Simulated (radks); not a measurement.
Method: scalar-relativistic Kohn-Sham, PBE, spin-polarised, spherical densities, point nucleus; open shells are filled with parallel spins first; computed with a radial shooting solver on a logarithmic mesh with Libxc functionals. Each species is in its NIST ground configuration. Rank Ne+, O+, F+, Be+, B+, Li+, C+, N+ by radius at which the density is 0.001 e/bohr^3 (bohr), largest first.

Answer. Be+ 3.43, B+ 3.33, C+ 3.17, N+ 3.00, O+ 2.85, F+ 2.74, Ne+ 2.63, Li+ 1.86.
